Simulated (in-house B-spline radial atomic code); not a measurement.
# RPA and G0W0 on r2SCAN0: N3+

Configuration [He] 2s2, mean-field start r2SCAN0. Computed with a B-spline radial code for spherical atoms: all electrons, non-relativistic, point nucleus, each spin shell either full or empty, empty states to l = 9 with an (l + 1/2)⁻⁴ tail; G0W0 by contour deformation at full frequency.

Command:
```bash
python run_gw.py task.json out
```
Settings (radii: box in bohr, nucleus in fm):
```
Z                        7
electrons                4
configuration            [He] 2s2
hamiltonian              nr
method                   r2scan0
lmax                     9
spin_polarised           False
box_radius               14.14
intervals                45
ion_configuration        [He] 2s1
```

Run time, properties included: 1.5 s on 1 thread of Arm Neoverse N1, on a shared host.

Energies (hartree):

```
                                     term      value
                         mean-field total  -51.16529
Hartree-Fock functional on these orbitals  -51.08165
                      direct second order   -0.27804
                    second-order exchange    0.13617
                         SOSEX correction    0.10784
```

What is the RPA correlation energy, and what remains with SOSEX?

RPA gives -0.22032 hartree (-1.5 eV per electron); RPA + SOSEX gives -0.11248, and the second-order doubles -0.14188 hartree (no singles). SOSEX takes back 49 % of the RPA value.

Quasi-particle levels (eV):

```json
{"level": "2s", "occupied": "yes", "mean field": "-70.37", "Σx - vxc": "-4.90", "Σc": "?", "QP weight": "?", "G0W0": "?"}
{"level": "1s", "occupied": "yes", "mean field": "-464.82", "Σx - vxc": "-28.24", "Σc": "5.91", "QP weight": "0.889", "G0W0": "-487.15"}
{"level": "2p", "occupied": "no", "mean field": "-54.06", "Σx - vxc": "7.67", "Σc": "-1.63", "QP weight": "0.963", "G0W0": "-48.02"}
```

G0W0 = mean field + (Σx - vxc) + Σc, with Σc (partial-wave tail included) taken at the quasi-particle energy.

Where does G0W0 put 2s?

At -77.36 eV, with Σc = -2.09 eV and a quasi-particle weight of 0.951. The tabulated removal energy is 77.474 eV (NIST, measured).

What does it cost to remove one electron (to [He] 2s1) by differences of total energies, each species on its own start (correlation terms add to the Hartree-Fock functional)?

r2SCAN0 75.91 eV, Hartree-Fock functional 74.97 eV, + RPA 77.36 eV, + RPA + SOSEX 76.72 eV, + second order 77.46 eV. Tabulated: 77.474 eV (NIST, measured).
